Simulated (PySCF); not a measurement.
Si(F)(SeH)3, SMILES F[Si]([SeH])([SeH])[SeH] (PBE0/def2-SVP optimised geometry):

```
8

F     -1.572     1.290    -0.076
Si     0.020     0.981     0.000
Se     0.966     1.675     1.935
Se     0.100    -1.290     0.000
Se     0.845     2.092    -1.805
H      1.037     3.081     1.502
H      1.572    -1.290     0.000
H      2.229     1.934    -1.331
```

Level of theory: PBE0/def2-TZVP in PySCF.

Problem. What are the frontier orbital energies and the dipole moment?

Solution. HOMO-2 -7.81 eV, HOMO-1 -7.55 eV, HOMO -7.27 eV, LUMO -1.19 eV, LUMO+1 -0.30 eV; dipole moment 2.18 D.

On the same geometry PBE/def2-TZVP in PySCF gives HOMO-2 -6.62 eV, HOMO-1 -6.40 eV, HOMO -6.13 eV, LUMO -1.99 eV, LUMO+1 -1.19 eV; dipole moment 2.03 D.

Meta-Löwdin charges at PBE0/def2-TZVP: F1 -0.50, Si2 0.87, Se3 -0.20, Se4 -0.21, Se5 -0.21, H6 0.08, H7 0.08, H8 0.08.
